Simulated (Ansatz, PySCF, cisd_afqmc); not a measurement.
Species: BO, charge 0, doublet. BO (SMILES [B]=O, doublet).
B3LYP-D3(BJ)/def2-TZVP minimum from Ansatz (a program for electronic structure):
```xyz
2

B      0.0000     0.0000    -0.7398
O      0.0000     0.0000     0.4623
```
Charge 0, spin multiplicity 2.

Atomisation energy term by term, kcal/mol (programs: Ansatz, cisd_afqmc). Radicals and triplets start from unrestricted determinants; spin-orbit coupling is neglected. Correlated methods leave the cores frozen. Rows without X2C or -DK are non-relativistic. The Monte Carlo rows (phaseless AFQMC, CISD trial, step 0.005/hartree) carry one-sigma bars that omit the constraint's bias. Outlying blocks are dropped, and bars are widened where a walk drifts. Over all cases where full CI ran beside it in this data, AFQMC minus full CI had a median of +0.1 mEh and passed +0.4 mEh in a tenth of the cases. CBS(X,Y): correlation extrapolated as X^-3, Hartree-Fock from the larger set (Q,5: extrapolated as (X+1)exp(-9√X)). A bracket is a step between two methods taken in the basis named. '+ core + X2C': CCSD(T) terms for core correlation (cc-pwCVTZ) and scalar relativity (cc-pVTZ-DK). Where a partner has so few electrons that a lower coupled-cluster level is exact, that level stands in. The UHF reference of BO ([B]=O, doublet) is spin-contaminated (<S^2> up to 0.05 over the pure value in the sets run).

| term | basis | kcal/mol |
|---|---|---|
| Hartree-Fock | CBS(cc-pVQZ,cc-pV5Z) | 134.40 |
| CCSD correlation | CBS(cc-pVQZ,cc-pV5Z) | 52.50 |
| (T) | CBS(cc-pVQZ,cc-pV5Z) | 6.93 |
| CCSDT(Q) - CCSD(T) | cc-pVQZ | 0.47 |
| CCSDTQ - CCSDT(Q) | cc-pVDZ | -0.19 |
| core correlation | cc-pwCVTZ | 1.40 |
| scalar relativity | X2C, cc-pVTZ-DK | -0.22 |
| minus zero-point energy | Hessian by PySCF at B3LYP-D3(BJ)/def2-TZVP | -2.75 |
| sum: D0 |  | 192.5 |

The step beyond CCSD(T) by other levels: CCSDTQ in cc-pVDZ 0.77; AFQMC/CISD in cc-pVDZ 0.81 ± 0.33; CCSDT(Q) in cc-pVDZ 0.96; CCSDT(Q) in cc-pVTZ 0.54 kcal/mol.
